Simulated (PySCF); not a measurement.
HfCl4, optimised at PBE/def2-SVP:

```xyz
5

Hf    -0.0149     0.0091    -0.0169
Cl    -0.0153     0.9330    -2.1658
Cl    -0.0205    -2.3248    -0.1715
Cl     1.8975     0.7101     1.1331
Cl    -1.9212     0.7190     1.1377
```

Method: PySCF energies (xtb for GFN2) plus ideal-gas RRHO corrections (1 bar). All species are closed-shell singlets. Hf: scalar-relativistic def2 core potential, no spin-orbit coupling.

### Question
List the harmonic frequencies (cm⁻¹, unscaled) at this level and at the other levels, each on its own geometry.

### Answer
- PBE/def2-SVP: 93, 93, 93, 95, 95, 367, 386, 386, 386
- GFN2-xTB: 46, 46, 46, 58, 58, 240, 317, 317, 317
- PBE0/def2-TZVP: 99, 99, 101, 101, 101, 383, 394, 394, 394
